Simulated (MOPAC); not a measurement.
Input file for MOPAC: PM3 on Ge2H6 (SMILES [GeH3][GeH3]), a point of a bond scan (R = 5.602 Å).

```
PM3 1SCF PRECISE CHARGE=0 THREADS=1
Ge2H6

Ge    -1.21412012 1     0.09497213 1    -0.01554390 1
Ge     4.37083243 1    -0.34189967 1     0.05595804 1
H     -1.81564152 1    -0.88366826 1    -1.03991537 1
H     -1.63545207 1     1.52474348 1    -0.39912600 1
H     -1.79543962 1    -0.23067558 1     1.37187209 1
H      4.79216438 1    -1.77167102 1     0.43954014 1
H      4.97235383 1     0.63674072 1     1.08032951 1
H      4.95215193 1    -0.01625196 1    -1.33145795 1
```

Program output:

```
*******************************************************************************
 **                                                                           **
 **                              MOPAC v23.2.5                                **
 **                                                                           **
 *******************************************************************************
 ** MOPAC's Digital Object Identifier: https://doi.org/10.5281/zenodo.6511958 **
 **                                                                           **
 ** Please cite the open-source release paper for use of this MOPAC version:  **
 ** J. E. Moussa and J. J. P. Stewart (2026)                                  **
 ** MOPAC: An open-source semiempirical molecular orbital program             **
 ** J. Open Source Softw., 11(119), 8025, https://doi.org/10.21105/joss.08025 **
 *******************************************************************************

                              PM3 CALCULATION RESULTS

 *******************************************************************************
 *  PM3        - The PM3 Hamiltonian to be used
 *
 *
 *
 *                 CHARGE ON SYSTEM = 0
 *
 *
 *
 *  PRECISE    - TIGHTER CRITERIA TO BE USED
 *  1SCF       - DO 1 SCF AND THEN STOP
 *  THREADS=1  - MULTI-THREADING NOT USED
 *  T=         - A TIME OF 172800.0 SECONDS REQUESTED
 *  DUMP=N     - RESTART FILE WRITTEN EVERY 7200.0 SECONDS REQUESTED
 *******************************************************************************
PM3 1SCF PRECISE CHARGE=0 THREADS=1
 Ge2H6

   ATOM   CHEMICAL          X               Y               Z
  NUMBER   SYMBOL      (ANGSTROMS)     (ANGSTROMS)     (ANGSTROMS)

     1      Ge         -1.21412012  *   0.09497213  *  -0.01554390  *
     2      Ge          4.37083243  *  -0.34189967  *   0.05595804  *
     3       H         -1.81564152  *  -0.88366826  *  -1.03991537  *
     4       H         -1.63545207  *   1.52474348  *  -0.39912600  *
     5       H         -1.79543962  *  -0.23067558  *   1.37187209  *
     6       H          4.79216438  *  -1.77167102  *   0.43954014  *
     7       H          4.97235383  *   0.63674072  *   1.08032951  *
     8       H          4.95215193  *  -0.01625196  *  -1.33145795  *



          CARTESIAN COORDINATES

    NO.       ATOM           X           Y           Z

     1        Ge         -1.2141      0.0950     -0.0155
     2        Ge          4.3708     -0.3419      0.0560
     3         H         -1.8156     -0.8837     -1.0399
     4         H         -1.6355      1.5247     -0.3991
     5         H         -1.7954     -0.2307      1.3719
     6         H          4.7922     -1.7717      0.4395
     7         H          4.9724      0.6367      1.0803
     8         H          4.9522     -0.0163     -1.3315

  H: (PM3): J. J. P. STEWART, J. COMP. CHEM. 10, 209 (1989).
 Ge: (PM3): J. J. P. STEWART, J. COMP. CHEM. 12, 320-341 (1991).

           Empirical Formula: H6 Ge2  =     8 atoms



      MOLECULAR POINT GROUP   :   D3d


      RHF CALCULATION, NO. OF DOUBLY OCCUPIED LEVELS = 7


 -------------------------------------------------------------------------------
 PM3 1SCF PRECISE CHARGE=0 THREADS=1
 Ge2H6



     1SCF WAS SPECIFIED, SO BFGS WAS NOT USED
     SCF FIELD WAS ACHIEVED


                              PM3 CALCULATION
                                                       MOPAC v23.2.5 Linux




          FINAL HEAT OF FORMATION =        160.18828 KCAL/MOL =     670.22777 KJ/MOL


          COSMO AREA              =        154.62 SQUARE ANGSTROMS
          COSMO VOLUME            =        136.20 CUBIC ANGSTROMS

          IONIZATION POTENTIAL    =          7.347839 EV
          HOMO LUMO ENERGIES (EV) =         -7.348 -4.530
          NO. OF FILLED LEVELS    =          7
          MOLECULAR WEIGHT        =        151.2274         POINT GROUP:  D3d

          MOLECULAR DIMENSIONS (Angstroms)

            Atom       Atom       Distance
            H     7    H     3     7.27214
            H     6    H     4     4.69315
            H     5    H     8     4.23022


          SCF CALCULATIONS        =          1





   ATOM   CHEMICAL          X               Y               Z
  NUMBER   SYMBOL      (ANGSTROMS)     (ANGSTROMS)     (ANGSTROMS)

     1      Ge         -1.21412012  *   0.09497213  *  -0.01554390  *
     2      Ge          4.37083243  *  -0.34189967  *   0.05595804  *
     3       H         -1.81564152  *  -0.88366826  *  -1.03991537  *
     4       H         -1.63545207  *   1.52474348  *  -0.39912600  *
     5       H         -1.79543962  *  -0.23067558  *   1.37187209  *
     6       H          4.79216438  *  -1.77167102  *   0.43954014  *
     7       H          4.97235383  *   0.63674072  *   1.08032951  *
     8       H          4.95215193  *  -0.01625196  *  -1.33145795  *

                             CARTESIAN COORDINATES

   1   Ge       -1.214120120     0.094972130    -0.015543900
   2   Ge        4.370832430    -0.341899670     0.055958040
   3    H       -1.815641520    -0.883668260    -1.039915370
   4    H       -1.635452070     1.524743480    -0.399126000
   5    H       -1.795439620    -0.230675580     1.371872090
   6    H        4.792164380    -1.771671020     0.439540140
   7    H        4.972353830     0.636740720     1.080329510
   8    H        4.952151930    -0.016251960    -1.331457950


           Empirical Formula: H6 Ge2  =     8 atoms



      MOLECULAR POINT GROUP   :   D3d


                  EIGENVALUES
 -15.02290 -15.01520 -12.22394 -12.22394 -12.20715 -12.20715  -7.34784  -4.52981
   0.50214   0.50214   0.50865   0.50865   3.20293   3.23076


              NET ATOMIC CHARGES AND DIPOLE CONTRIBUTIONS

  ATOM NO.   TYPE          CHARGE      No. of ELECS.   s-Pop       p-Pop
    1         Ge           0.269932        3.7301     0.66816     3.06190
    2         Ge           0.269940        3.7301     0.66816     3.06190
    3          H          -0.089978        1.0900     1.08998
    4          H          -0.089978        1.0900     1.08998
    5          H          -0.089978        1.0900     1.08998
    6          H          -0.089979        1.0900     1.08998
    7          H          -0.089979        1.0900     1.08998
    8          H          -0.089979        1.0900     1.08998
 DIPOLE           X         Y         Z       TOTAL
 POINT-CHG.     0.000    -0.000     0.000     0.000
 HYBRID        -0.000     0.000    -0.000     0.000
 SUM            0.000    -0.000     0.000     0.000


          ATOMIC ORBITAL ELECTRON POPULATIONS

     Atom    s        px        py        pz
    1 Ge   0.66816   1.01438   1.02373   1.02379
    2 Ge   0.66816   1.01437   1.02373   1.02379
    3  H   1.08998
    4  H   1.08998
    5  H   1.08998
    6  H   1.08998
    7  H   1.08998
    8  H   1.08998

 **********************
 *                    *
 * JOB ENDED NORMALLY *
 *                    *
 **********************




 == MOPAC DONE ==
```

The run finished.

Cost: roughly 0.03 core-seconds.
